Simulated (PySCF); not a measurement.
Mayer bond orders and bond lengths

Compound: o-xylene, C8H10.
Atom-mapped SMILES: `[CH3:1][c:2]1[cH:3][cH:4][cH:5][cH:6][c:7]1[CH3:8]` (hydrogens: H9, H10, H11 on C1; H12 on C3; H13 on C4; H14 on C5; H15 on C6; H16, H17, H18 on C8)

Structure used (PBE0-D3(BJ)/def2-TZVP), in Å, numbered top down from 1:
```
atom  x, y, z in Å
C1    -0.906   -1.889   -0.230
C2     0.031   -0.735   -0.049
C3     1.399   -0.952    0.064
C4     2.288    0.099    0.228
C5     1.808    1.397    0.283
C6     0.444    1.625    0.172
C7    -0.456    0.578    0.006
C8    -1.922    0.854   -0.119
H9    -1.472   -1.803   -1.162
H10   -0.363   -2.835   -0.254
H11   -1.640   -1.941    0.579
H12    1.774   -1.970    0.021
H13    3.350   -0.096    0.313
H14    2.489    2.230    0.412
H15    0.065    2.641    0.217
H16   -2.305    0.546   -1.097
H17   -2.132    1.917    0.003
H18   -2.501    0.308    0.632
```

Bond orders from the PBE0/pcSseg-2 density (PySCF). Isolated species at its PBE0-D3(BJ)/def2-TZVP geometry, gas phase.

Question: How far do the computed orders between heavy atoms stray from the drawn ones?

Answer: The largest departure is 0.096, at C4–C5 (drawn aromatic, 1.404) and C2–C3 (drawn aromatic, 1.407), counting aromatic bonds as 1.5. The bonds drawn aromatic range from 1.40 to 1.42.

Question: Give the Mayer order of every bond, beside its length.

Answer: 
| bond | drawn as | length (Å) | Mayer order |
| --- | --- | --- | --- |
| C1–C2 | single | 1.497 | 1.031 |
| C2–C3 | aromatic | 1.390 | 1.407 |
| C3–C4 | aromatic | 1.387 | 1.420 |
| C4–C5 | aromatic | 1.385 | 1.404 |
| C5–C6 | aromatic | 1.387 | 1.421 |
| C6–C7 | aromatic | 1.390 | 1.408 |
| C7–C8 | single | 1.497 | 1.032 |
| C7–C2 | aromatic | 1.402 | 1.415 |
| C1–H9 | single | 1.094 | 0.982 |
| C1–H10 | single | 1.090 | 0.974 |
| C1–H11 | single | 1.094 | 0.986 |
| C3–H12 | single | 1.085 | 1.050 |
| C4–H13 | single | 1.084 | 1.025 |
| C5–H14 | single | 1.084 | 1.025 |
| C6–H15 | single | 1.085 | 1.050 |
| C8–H16 | single | 1.095 | 0.984 |
| C8–H17 | single | 1.091 | 0.975 |
| C8–H18 | single | 1.094 | 0.984 |

By pair of heavy elements: C–C: lowest C1–C2 and C7–C8 (1.031, 1.497 Å), highest C5–C6 and C3–C4 (1.421, 1.387 Å). Bonds named together lie within 0.004.

Question: Sum the orders of all bonds at each heavy atom with more than one neighbour and set the sums beside the valence in the SMILES.

Answer: C1 3.973 (drawn 4), C2 3.853 (drawn 4), C3 3.877 (drawn 4), C4 3.849 (drawn 4), C5 3.850 (drawn 4), C6 3.879 (drawn 4), C7 3.855 (drawn 4), C8 3.975 (drawn 4). Orders between atoms that aren't bonded are not in these sums.

For a closed shell the Mayer order of atoms A and B is Σ (PS)μν (PS)νμ over the basis functions μ on A and ν on B, with P the density and S the overlap matrix.
